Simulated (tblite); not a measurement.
Compound: C₆H₇F₃O₃.
Numbering: `[F:1][C:2]([F:3])([F:4])[O:5][C@H:6]1[O:7][CH2:8][C:9]12[CH2:10][O:11][CH2:12]2` (hydrogens: H13 on C6; H14, H15 on C8; H16, H17 on C10; H18, H19 on C12)

The geometry is computed with GFN2-xTB (gas phase).

**Question.** List the bond lengths, angles and torsions at this level.

**Answer.** 
```json
{"bond": "F1–C2, C2–F4", "length (Å)": "1.331", "order": "single"}
{"bond": "C2–F3", "length (Å)": "1.346", "order": "single"}
{"bond": "C2–O5", "length (Å)": "1.326", "order": "single"}
{"bond": "O5–C6", "length (Å)": "1.427", "order": "single"}
{"bond": "C6–O7", "length (Å)": "1.400", "order": "single"}
{"bond": "O7–C8", "length (Å)": "1.436", "order": "single"}
{"bond": "C8–C9", "length (Å)": "1.531", "order": "single"}
{"bond": "C9–C10", "length (Å)": "1.527", "order": "single"}
{"bond": "C10–O11", "length (Å)": "1.429", "order": "single"}
{"bond": "O11–C12", "length (Å)": "1.426", "order": "single"}
{"bond": "C6–C9", "length (Å)": "1.531", "order": "single"}
{"bond": "C9–C12", "length (Å)": "1.527", "order": "single"}
{"bond": "C6–H13", "length (Å)": "1.098", "order": "single"}
{"bond": "C8–H14", "length (Å)": "1.092", "order": "single"}
{"bond": "C8–H15", "length (Å)": "1.092", "order": "single"}
{"bond": "C10–H16", "length (Å)": "1.093", "order": "single"}
{"bond": "C10–H17", "length (Å)": "1.092", "order": "single"}
{"bond": "C12–H18", "length (Å)": "1.094", "order": "single"}
{"bond": "C12–H19", "length (Å)": "1.094", "order": "single"}
```

Bonds in one row agree within 0.01 Å and their mean is given. Orders are formal, as drawn. A selection of angles:
```json
{"angle": "F1–C2–F3", "degrees": "106.8"}
{"angle": "F1–C2–O5", "degrees": "108.9"}
{"angle": "F3–C2–F4", "degrees": "105.6"}
{"angle": "F3–C2–O5", "degrees": "113.1"}
{"angle": "F4–C2–O5", "degrees": "114.8"}
{"angle": "C2–O5–C6", "degrees": "116.5"}
{"angle": "O5–C6–O7", "degrees": "113.3"}
{"angle": "O5–C6–C9", "degrees": "111.2"}
{"angle": "O5–C6–H13", "degrees": "109.2"}
{"angle": "O7–C6–C9", "degrees": "91.9"}
{"angle": "O7–C6–H13", "degrees": "112.9"}
{"angle": "C9–C6–H13", "degrees": "117.6"}
{"angle": "C6–O7–C8", "degrees": "93.0"}
{"angle": "O7–C8–C9", "degrees": "90.5"}
{"angle": "O7–C8–H14", "degrees": "111.7"}
{"angle": "O7–C8–H15", "degrees": "111.4"}
{"angle": "C9–C8–H14", "degrees": "115.1"}
{"angle": "C9–C8–H15", "degrees": "115.9"}
{"angle": "H14–C8–H15", "degrees": "110.7"}
{"angle": "C8–C9–C10", "degrees": "123.7"}
{"angle": "C8–C9–C12", "degrees": "123.6"}
{"angle": "C10–C9–C12", "degrees": "84.9"}
{"angle": "C6–C9–C8", "degrees": "84.4"}
{"angle": "C6–C9–C10", "degrees": "122.9"}
{"angle": "C6–C9–C12", "degrees": "122.2"}
{"angle": "C9–C10–O11", "degrees": "91.2"}
{"angle": "C9–C10–H16", "degrees": "114.7"}
{"angle": "C9–C10–H17", "degrees": "115.1"}
{"angle": "O11–C10–H16", "degrees": "111.9"}
{"angle": "O11–C10–H17", "degrees": "112.5"}
{"angle": "H16–C10–H17", "degrees": "110.2"}
{"angle": "C10–O11–C12", "degrees": "92.5"}
{"angle": "O11–C12–H18", "degrees": "112.2"}
{"angle": "O11–C12–H19", "degrees": "112.0"}
{"angle": "C9–C12–O11", "degrees": "91.3"}
{"angle": "C9–C12–H18", "degrees": "115.3"}
{"angle": "C9–C12–H19", "degrees": "115.0"}
{"angle": "H18–C12–H19", "degrees": "109.9"}
```

Torsions: F1–C2–O5–C6 177° (antiperiplanar); C2–O5–C6–O7 78° (synclinal); O5–C6–O7–C8 111° (anticlinal); C6–O7–C8–C9 3° (synperiplanar); O7–C8–C9–C10 -129° (anticlinal); C8–C9–C10–O11 -128° (anticlinal); C9–C10–O11–C12 0° (synperiplanar); C10–O11–C12–C9 0° (synperiplanar); O5–C6–C9–C8 -113° (anticlinal); C8–C9–C12–O11 128° (anticlinal).

The 4-membered ring C9–C10–O11–C12 has internal angles of 84.9° to 92.5° (sum 360°, against 360° for a flat polygon); it is planar, 0.00 Å rms from its mean plane, widest ring torsion 0°. O5 (ether oxygen) is bent (angle 116.5°). O7 (cyclic ether oxygen) is bent (angle 93.0°). The C–O distances run from 1.326 Å (C2–O5, drawn single) to 1.436 Å (O7–C8, drawn single), a spread of 0.110 Å. The 4-membered ring C6–O7–C8–C9 has internal angles of 84.4° to 93.0°; it is almost planar, 0.02 Å rms from its mean plane, widest ring torsion 3°. All 4 C–C bonds measure 1.527 to 1.531 Å. Of the pairs four or more bonds apart, F3···H13 is among the closest relative to their van der Waals radii: 2.41 Å, 90 % of the sum of Bondi's values.

Point group: C1 (no symmetry element, even within 0.4 Å). Its GFN2-xTB frequencies are all real (lowest 21 cm⁻¹). The numbers are those of one conformer. 2 starts were optimised and ended at 0.00 and 0.04 kcal/mol (GFN2-xTB); the lowest of these is shown.
